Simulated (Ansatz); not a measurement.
Molecule: SbF$_{3}$, charge 0, multiplicity 1. SMILES: [F][Sb]([F])[F]
Geometry: optimised at B3LYP-D3(BJ)/def2-TZVP (Ansatz, a first-principles code).

Computed values are from Ansatz. Cores are frozen in the correlated levels unless marked. Open shells are spin-unrestricted. No spin-orbit coupling. The frozen core is the preceding noble-gas configuration, with the filled d and f shells of earlier blocks. In def2 rows, elements after Kr have scalar-relativistic effective core potentials. Basis-set limits of correlation are two-point, X^-3; Hartree-Fock from the larger set. [CCSD(T)-MP2]/basis is that difference in the basis named.

```json
{
 "atomisation energy De": "323.4 kcal/mol at RI-MP2/CBS(def2-TZVPPD,def2-QZVPPD)+[CCSD(T)-MP2]/def2-TZVPPD",
 "total_energy": "-538.8813 Eh at RI-MP2/CBS(def2-TZVPPD,def2-QZVPPD)+[CCSD(T)-MP2]/def2-TZVPPD",
 "dipole_moment": "3.91 D at CCSD(T)/def2-SVPD",
 "T1 diagnostic": "0.016 at CCSD/def2-TZVPPD"
}
```
